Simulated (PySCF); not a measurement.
# Reading the logs of faulty runs: AlBCH6Si

These are calculations, not measurements. The program is PySCF 2.14.0, an open-source quantum chemistry code, run on an isolated molecule that a program drew, which may never have been made. The molecule is AlBCH6Si (charge 0, singlet), drawn as the SMILES string `[AlH2][CH2]B[SiH]`.

Each row is a Hartree-Fock (HF) and frozen-core CCSD(T) single point in the cc-pV(D+d)Z basis, meant for a local HF minimum. Run 1 is clean. Each other run has one planted mistake out of seven kinds, and not every kind appears here: one electron removed, one electron added, multiplicity raised by two, geometry at a saddle point, minimal basis STO-3G, one bond length entered in bohr, all coordinates scaled. The reference is restricted for singlets and unrestricted otherwise, and also for a bond in bohr. Adding or removing an electron swaps singlet and doublet. Electrons count all cores. HOMO and LUMO are orbital energies over both spins, the gradient is its largest component, and the lowest frequency (negative if imaginary) is given only where the gradient is small. Bond lengths are over the 9 bonds as drawn. T1 is the CCSD diagnostic: over 0.02 (restricted) or 0.045 (unrestricted) a single reference is doubtful.

Geometry of the clean run:
```xyz
10
AlBCH6Si, angstrom
Al   -0.5362    0.0638   -0.0820
C     0.8734    1.1345    0.8163
B     0.3602    1.6690    2.1784
Si   -0.4451    3.4960    2.5581
H    -0.8799   -1.3864    0.4415
H    -1.2683    0.6456   -1.3558
H     1.1795    1.8979    0.0939
H     1.6726    0.3905    0.9420
H     0.3339    0.9008    3.1172
H     0.8635    4.0370    3.1063
```

| run | electrons | basis functions | <S^2> | HOMO (eV) | LUMO (eV) | gradient (hartree/bohr) | lowest frequency (cm^-1) | mean bond (Å) | longest bond (Å) | T1 | HF (hartree) | CCSD(T) (hartree) | mistake |
|---|---|---|---|---|---|---|---|---|---|---|---|---|---|
| 1 | 44 | 104 | 0.000 | -8.36 | 0.64 | 7.0e-06 | 54 | 1.5170 | 2.032 | 0.0155 | -596.81789 | -597.26986 | no fault |
| 2 | 44 | 104 | 0.000 | -8.30 | 0.73 | 2.3e-02 | - | 1.4655 | 1.963 | 0.0152 | -596.80844 | -597.25863 | all coordinates scaled |
| 3 | 43 | 104 | 0.776 | -15.08 | -6.30 | 5.0e-02 | - | 1.5170 | 2.032 | 0.0230 | -596.54972 | -596.97365 | one electron removed |
| 4 | 44 | 34 | 0.000 | -5.37 | 6.38 | 4.2e-02 | - | 1.5170 | 2.032 | 0.0121 | -589.80029 | -590.00644 | minimal basis STO-3G |
| 5 | 44 | 104 | 2.020 | -7.76 | 0.27 | 2.4e-02 | - | 1.5170 | 2.032 | 0.0190 | -596.79983 | -597.23137 | multiplicity raised by two |
| 6 | 45 | 104 | 0.771 | -1.01 | 4.41 | 1.7e-02 | - | 1.5170 | 2.032 | 0.0266 | -596.82317 | -597.28903 | ? |

**Which mistake was planted in run 6, and what did it cost?**

It counts 45 electrons, one more than the clean run, at the same geometry and basis. So the mistake is: one electron added. Subtracting run 1 and multiplying by 627.51 kcal/mol a hartree, the energy moved by -3.3 kcal/mol in HF and -12.0 kcal/mol in CCSD(T).

